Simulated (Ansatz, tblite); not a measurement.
Cost and result up the ladder for the cluster Te4 (4 atoms). Charge 0, multiplicity 1. Geometry: PBE-D4/def2-SVP.

```xyz
4

Te   -1.5891   -0.4667    0.9998
Te    0.9555    0.5885    1.5760
Te    1.6215   -0.4637   -0.9479
Te   -0.9879    0.3419   -1.6280
```

Ansatz on 4 threads of Arm Neoverse N1 on a shared host; xTB runs through tblite on one thread. Times are rough, summed over both states, and most runs start from the orbitals of an earlier one. B2PLYP/def2-TZVP serves as the yardstick here, not as an exact answer. The other state is a triplet at its own geometry.

In the def2 sets Te takes a core potential; there is no spin–orbit coupling. The xTB rows come from tblite. Correlated methods freeze 16 core orbitals; core or outer-core shells of Te are correlated, in sets that lack core-valence functions. The structure comes from a short search, and lower isomers may exist.

xTB has no spin-polarisation term.

```
                          level  functions  triplet − singlet (eV)  difference from B2PLYP/def2-TZVP (eV)
PBE0-D4/def2-TZVP (with forces)        200                    0.37                                   0.10
               B2PLYP/def2-TZVP        200                    0.28                                   0.00
                  MP2/def2-TZVP        200                    0.66                                   0.38
                       GFN2-xTB         36                    1.36                                   1.08
            r2SCAN-D4/def2-TZVP        200                    0.11                                  -0.16
                       GFN1-xTB         36                    1.04                                   0.76
               PBE-D4/def2-TZVP        200                    0.12                                  -0.16
               B97M-V/def2-TZVP        200                    0.29                                   0.01
```

**Question.** Estimate how long each takes.

**Answer.** GFN1-xTB 0.011 s; GFN2-xTB 0.013 s; PBE-D4/def2-TZVP 11 s; r2SCAN-D4/def2-TZVP 27 s; PBE0-D4/def2-TZVP (with forces) 31 s; B2PLYP/def2-TZVP 41 s; B97M-V/def2-TZVP 47 s; MP2/def2-TZVP 68 s. On shared hardware such times vary by a factor of up to 3.
